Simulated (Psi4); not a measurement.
H3N, charge +1, doublet, geometry from GFN2-xTB (a state made from the parent by changing its charge; the spin is typed, not shown lowest); BHHLYP/def2-SVP run with Psi4.

Psi4 was given this input:
```
memory 2 GB

molecule {
1 2
  N     0.00000000   -0.00000000    0.00000000
  H     0.01502573    1.02772160   -0.01944823
  H     0.88265094   -0.52673581    0.01709961
  H    -0.89767667   -0.50098579    0.00234863
}

set basis def2-svp
set reference uks
set scf_type pk
set puream true
set d_convergence 1e-8
set dft_radial_points 99
set dft_spherical_points 590

energy('bhhlyp')
print_variables()
```

Task: What does Psi4 print? Leave out banner, timings and long lists.

Result: 
```
   => Loading Basis Set <=

    Name: DEF2-SVP
    Role: ORBITAL
    Keyword: BASIS

         ---------------------------------------------------------
                                   SCF
               by Justin Turney, Rob Parrish, Andy Simmonett
                          and Daniel G. A. Smith
                              UKS Reference
         ---------------------------------------------------------

  ==> Geometry <==

    Molecular point group: cs
    Full point group: Cs

    Geometry (in Angstrom), charge = 1, multiplicity = 2:

       Center              X                  Y                   Z               Mass
    ------------   -----------------  -----------------  -----------------  -----------------
         N           -0.000000000000    -0.000000000592     0.000000000000    14.003074004430
         H           -0.514006362636    -0.001174558038     0.890287466095     1.007825032230
         H           -0.514006362636    -0.001174558038    -0.890287466095     1.007825032230
         H            1.028012725271     0.002349124298     0.000000000000     1.007825032230

  Running in cs symmetry.

  Rotational constants: A =     10.55166  B =     10.55166  C =      5.27583 [cm^-1]
  Rotational constants: A = 316330.85136  B = 316330.84696  C = 158165.42458 [MHz]
  Nuclear repulsion =   11.701461951753000

  Charge       = 1
  Multiplicity = 2
  Electrons    = 9
  Nalpha       = 5
  Nbeta        = 4

  ==> Algorithm <==

  SCF Algorithm Type is PK.
  DIIS enabled.
  MOM disabled.
  Fractional occupation disabled.
  Guess Type is SAD.
  Energy threshold   = 1.00e-06
  Density threshold  = 1.00e-08
  Integral threshold = 1.00e-12

  ==> Primary Basis <==

  Basis Set: DEF2-SVP
    Blend: DEF2-SVP
    Number of shells: 15
    Number of basis functions: 29
    Number of Cartesian functions: 30
    Spherical Harmonics?: true
    Max angular momentum: 2

  ==> DFT Potential <==

   => LibXC <=

    Version 7.1.2
    S. Lehtola, C. Steigemann, M. J. T. Oliveira, and M. A. L. Marques,  SoftwareX 7, 1–5 (2018) (10.1016/j.softx.2017.11.002)

   => Composite Functional: BHANDHLYP <=

    BHandHLYP Hyb-GGA Exchange-Correlation Functional

    A. D. Becke,  J. Chem. Phys. 98, 1372 (1993) (10.1063/1.464304)
    Defined through Gaussian implementation.

    Deriv               =              1
    GGA                 =           TRUE
    Meta                =          FALSE

    Exchange Hybrid     =           TRUE
    MP2 Hybrid          =          FALSE

   => Exchange Functionals <=

    0.5000         Becke 88

   => Exact (HF) Exchange <=

    0.5000               HF

   => Correlation Functionals <=

    1.0000   Lee, Yang & Parr

   => LibXC Density Thresholds  <==

    XC_HYB_GGA_XC_BHANDHLYP:  1.00E-15

   => Molecular Quadrature <=

    Radial Scheme          =       TREUTLER
    Pruning Scheme         =           NONE
    Nuclear Scheme         =       TREUTLER

    Blocking Scheme        =         OCTREE
    BS radius alpha        =              1
    Pruning alpha          =              1
    Radial Points          =             99
    Spherical Points       =            590
    Total Points           =         225249
    Total Blocks           =           1693
    Max Points             =            256
    Max Functions          =             29
    Weights Tolerance      =       1.00E-15

  ==> Integral Setup <==

  Using in-core PK algorithm.
   Calculation information:
      Number of atoms:                   4
      Number of AO shells:              15
      Number of primitives:             27
      Number of atomic orbitals:        30
      Number of basis functions:        29

      Integral cutoff                 1.00e-12
      Number of threads:                 1

  Performing in-core PK
  Using 189660 doubles for integral storage.
  We computed 7260 shell quartets total.
  Whereas there are 7260 unique shell quartets.

  ==> DiskJK: Disk-Based J/K Matrices <==

    J tasked:                  Yes
[...]
    Using symmetric orthogonalization.

  ==> Pre-Iterations <==

  SCF Guess: Superposition of Atomic Densities via on-the-fly atomic UHF (no occupation information).

   -------------------------
    Irrep   Nso     Nmo
   -------------------------
     A'        19      19
     A"        10      10
   -------------------------
    Total      29      29
   -------------------------

  ==> Iterations <==

                        Total Energy        Delta E     RMS |[F,P]|

   @UKS iter SAD:   -56.02744929921663   -5.60274e+01   0.00000e+00
   @UKS iter   1:   -56.10138920368136   -7.39399e-02   7.52313e-03 ADIIS/DIIS
   @UKS iter   2:   -56.11347695709819   -1.20878e-02   3.39132e-03 ADIIS/DIIS
   @UKS iter   3:   -56.11570897961094   -2.23202e-03   1.06323e-03 ADIIS/DIIS
   @UKS iter   4:   -56.11600200492959   -2.93025e-04   1.85245e-04 ADIIS/DIIS
   @UKS iter   5:   -56.11602416181202   -2.21569e-05   4.33046e-05 DIIS
   @UKS iter   6:   -56.11602542466019   -1.26285e-06   4.15717e-06 DIIS
   @UKS iter   7:   -56.11602543575479   -1.10946e-08   3.21770e-07 DIIS
   @UKS iter   8:   -56.11602543580133   -4.65477e-11   2.60663e-08 DIIS
   @UKS iter   9:   -56.11602543580157   -2.34479e-13   3.01943e-09 DIIS
  Energy and wave function converged.

  ==> Post-Iterations <==

   Electrons on quadrature grid:
      Nalpha   =    4.9999999997 ; deviation = -2.883e-10
      Nbeta    =    4.0000000009 ; deviation = 9.411e-10
      Ntotal   =    9.0000000007 ; deviation = 6.528e-10

   @Spin Contamination Metric:   4.776049734E-03
   @S^2 Expected:                7.500000000E-01
   @S^2 Observed:                7.547760497E-01
   @S   Expected:                5.000000000E-01
   @S   Observed:                5.000000000E-01

    Orbital Energies [Eh]
    ---------------------

    Alpha Occupied:

[...]
    Alpha Virtual:

[...]
    Beta Occupied:

[...]
       1App   -0.932829

    Beta Virtual:

[...]
      19Ap     2.974168

    Final Occupation by Irrep:
             Ap   App
    DOCC [     3,    1 ]
    SOCC [     1,    0 ]
    NA   [     4,    1 ]
    NB   [     3,    1 ]

  @UKS Final Energy:   -56.11602543580157

   => Energetics <=

    Nuclear Repulsion Energy =             11.7014619517530001
    One-Electron Energy =                 -95.0541638057297007
    Two-Electron Energy =                  31.2073174476731161
    DFT Exchange-Correlation Energy =      -3.9706410294979828
    Empirical Dispersion Energy =           0.0000000000000000
    VV10 Nonlocal Energy =                  0.0000000000000000
    Total Energy =                        -56.1160254358015607

  UHF NO Occupations:
  HONO-2 :    1App 1.9995890
  HONO-1 :    3 Ap 1.9984328
  HONO-0 :    4 Ap 1.0000000
  LUNO+0 :    5 Ap 0.0015672
  LUNO+1 :    2App 0.0004110
  LUNO+2 :    6 Ap 0.0004110
  LUNO+3 :    7 Ap 0.0000002

Computation Completed

Properties will be evaluated at   0.000000,   0.000000,   0.000000 [a0]

Properties computed using the SCF density matrix

 Multipole Moments:

 ------------------------------------------------------------------------------------
     Multipole            Electronic (a.u.)      Nuclear  (a.u.)        Total (a.u.)
 ------------------------------------------------------------------------------------

 L = 1.  Multiply by 2.5417464519 to convert [e a0] to [Debye]
 Dipole X            :          0.0000000            0.0000000            0.0000000
 Dipole Y            :         -0.0000000            0.0000000            0.0000000
 Dipole Z            :          0.0000000            0.0000000            0.0000000
 Magnitude           :                                                    0.0000000

 ------------------------------------------------------------------------------------

  Variable Map:
  ----------------------------------------------------------------------------
[...]
  Array Variable Map:
  ----------------------------------------------------------------------------
[...]
[...]
```
